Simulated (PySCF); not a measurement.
## Ionisation energy of Ru(35+) by level of theory

Ru(35+) [He] 2s2 2p5 [2p1/2^2 2p3/2^3, M_J = 3/2] → Ru(36+) [He] 2s2 2p4 [2p1/2^2 2p3/2^2, M_J = 2], as a difference of total energies. Computed with PySCF 2.14 in an even-tempered Gaussian basis (17 s from 15 bohr⁻², ratio 2.4; 12 p from 19 bohr⁻², ratio 2.4; 5 d from 73 bohr⁻², ratio 2.6; 4 f from 110 bohr⁻², ratio 2.6), with the two-component X2C-1e Hamiltonian. Correlated levels: nothing frozen; the 32 highest virtual spinors dropped. "Screened" scales the spin-orbit matrix elements by Boettger's factors to mimic the two-electron term; Breit and QED terms are absent.

```csv
method,ionisation energy (eV)
GHF (spin-free),4974.6
GMP2 (spin-free),4976.2
GHF (screened spin-orbit),4936.1
GMP2 (screened spin-orbit),4937.6
```

For this ion Breit and QED terms and the two-electron picture change, all absent here, outweigh the correlation shift from GHF to GMP2.

The spin-free rows relax to the high-spin LS determinant and lack the spin-orbit shift.

The labels give the starting determinants; with spin-orbit coupling the two ends relaxed to ⟨J²⟩ = 3.75, ⟨L²⟩ = 2.00, ⟨S²⟩ = 0.75 and ⟨J²⟩ = 6.00, ⟨L²⟩ = 3.07, ⟨S²⟩ = 1.47.

For comparison: 4939 ± 8 eV (semi-empirical (NIST evaluation); NIST Atomic Spectra Database, ionization energies).
